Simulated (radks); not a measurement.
Species: the ruthenium ion Ru2+. Configuration: [Kr] 4d6 (the NIST ground configuration). Calculated with a radial shooting solver on a logarithmic mesh with Libxc functionals: scalar-relativistic Kohn-Sham, exchange-only r2SCAN, spin-polarised, spherical densities, finite nucleus; open shells are filled with parallel spins first (spin-orbit coupling, left out, can overturn this in heavy ions); meta-GGA in the generalised Kohn-Sham scheme; Fermi nuclear charge, rms radius 4.4809 fm.

Local quantities along the radius. ELF = 1/(1 + alpha^2) is the electron localisation function; alpha = (tau - tau_W)/tau_unif compares the Pauli kinetic energy density with that of the uniform gas (summed over spins). tau is taken from the large components.

```
   r/bohr * ELF (the largest magnitude, 0.999, reaches the edge; | marks zero)
 0.002241 |                                                      *
 0.002567 |                                                      *
 0.002941 |                                                      *
 0.003369 |                                                      *
  0.00383 |                                                      *
 0.004387 |                                                      *
 0.005027 |                                                      *
 0.005759 |                                                      *
 0.006598 |                                                      *
 0.007559 |                                                      *
 0.008591 |                                                      *
 0.009843 |                                                      *
  0.01128 |                                                      *
  0.01292 |                                                      *
   0.0148 |                                                     *
  0.01696 |                                                     *
  0.01927 |                                                    *
  0.02208 |                                                   *
   0.0253 |                                                *
  0.02898 |                                           *
  0.03321 |                                   *
  0.03774 |                          *
  0.04324 |                   *
  0.04954 |                *
  0.05675 |                 *
  0.06502 |                      *
   0.0745 |                              *
  0.08467 |                                    *
    0.097 |                                        *
   0.1111 |                                         *
   0.1273 |                                      *
   0.1459 |                               *
   0.1671 |                     *
   0.1899 |               *
   0.2176 |                *
   0.2493 |                        *
   0.2856 |                                  *
   0.3273 |                                        *
   0.3719 |                                          *
   0.4261 |                                        *
   0.4882 |                                *
   0.5593 |                  *
   0.6408 |         *
   0.7342 |            *
   0.8344 |                         *
    0.956 |                                      *
    1.095 |                                         *
    1.255 |                                        *
    1.438 |                                    *
    1.647 |                             *
    1.872 |                     *
    2.145 |             *
    2.457 |       *
    2.815 |   *
    3.225 | *
    3.695 |*
      4.2 *
    4.811 *
    5.512 *
```

On this mesh the ELF has minima near r = 0.050, 0.19, 0.64 bohr, which separate the shells, and maxima near 0.11 (0.77), 0.37 (0.78), 1.1 (0.77).

Self-consistent cycle (total energy in hartree, residual of the potential): 1: -4523.087868, 7e+00; 2: -4526.980016, 3e+00; 3: -4528.263186, 7e-01; 4: -4528.313613, 3e-01; 5: -4528.330488, 1e-02; 6: -4528.330430, 2e-03; 7: -4528.330413, 1e-03; 8: -4528.330410, 9e-05; 9: -4528.330410, 3e-05; 10: -4528.330410, 2e-05; 11: -4528.330410, 3e-06.
